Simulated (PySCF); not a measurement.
Correlation energy of Fe (iron, neutral)

[Ar] 3d6 4s1 4p1, one real determinant (an excited configuration). Computed with PySCF 2.14 in aug-cc-pwCVTZ-DK, with the spin-free X2C one-electron Hamiltonian (Gaussian nucleus). Frozen: [Ar]; 8 electrons correlated.

MP2 pair energies summed by pair of shells (mhartree):

```json
{"pair": "3d-3d", "energy": "-140.05", "share (%)": "84.3"}
{"pair": "3d-4s", "energy": "-15.95", "share (%)": "9.6"}
{"pair": "3d-4p", "energy": "-8.13", "share (%)": "4.9"}
{"pair": "4s-4p", "energy": "-2.04", "share (%)": "1.2"}
```

Total MP2 correlation energy: -166.18 mhartree.

Same-spin part -100.02 and opposite-spin part -66.15 mhartree; SCS-MP2 scales them by 1/3 and 6/5 to -112.73 mhartree.

The reference is one real determinant that mixes LS terms of this configuration.
